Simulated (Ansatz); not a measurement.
`[OH][Sn][SH]` + NH₃ → `[NH2][Sn][OH]` + H₂S  (ligand exchange at the Sn–S bond)

Computed with Ansatz on PBE0-D4/def2-TZVP structures; ΔE is electronic, products minus reactants. CBS: MP2 limit from def2 TZ/QZ plus the TZ coupled-cluster correction, frozen cores. This one scheme is used for every species. DFT in def2-TZVPP. HSE06 is defined as in plane-wave codes. def2 core potentials past Kr. For Sn outer-core shells are correlated without core-valence functions, which leaves a few kJ/mol of doubt a bond. Each species was taken in one conformer, which may not be the lowest.

`[OH][Sn][SH]`:

Z-matrix (Å, degrees):
```
O
Sn 1 1.976
H 1 0.960 2 118.2
S 2 2.454 1 99.3 3 0.0
H 4 1.344 2 95.9 1 0.0
```

NH₃:

Z-matrix (Å, degrees):
```
N
H 1 1.013
H 1 1.013 2 107.1
H 1 1.013 2 107.1 3 -114.5
```

`[NH2][Sn][OH]`:

```xyz
6

N     0.335    0.770    0.649
Sn    0.672   -1.214    0.456
O    -0.521   -1.497   -1.102
H     0.770    1.335    1.361
H    -0.272    1.331    0.069
H    -0.985   -0.724   -1.434
```

H₂S:

Cartesian coordinates in Å:
```
S 0.451 0.360 -0.226
H -0.879 0.495 -0.114
H 0.429 -0.855 0.340
```

| level | ΔE (kcal/mol) |
| --- | --- |
| LDA (SPW92) | 14.5 |
| r2SCAN0-D4 | 15.5 |
| BHLYP-D4 | 15.3 |
| HSE06 | 16.0 |
| CAM-B3LYP | 13.1 |
| CCSD(T)/def2-SVP | 13.6 |
| SCS-MP2/def2-QZVPP | 13.7 |
| MP2/CBS(def2) | 14.8 |

Task: What does CCSD(T)/CBS give? (Best estimate.)

Result: Computed: +14.2 kcal/mol. The listed levels differ from it by 0.3, 1.3, 1.1, 1.8, -1.1, -0.6, -0.5, 0.6 kcal/mol.

Largest T1 diagnostic among the species: 0.017.

Leaving LDA and LC-ωPBE aside and taking each functional with its dispersion term where it has one, the values, not all of them listed here, spread over 2.9 kcal/mol, from CAM-B3LYP-D4 to HSE06-D4. LDA lies −1.3 kcal/mol from PBE without D4.
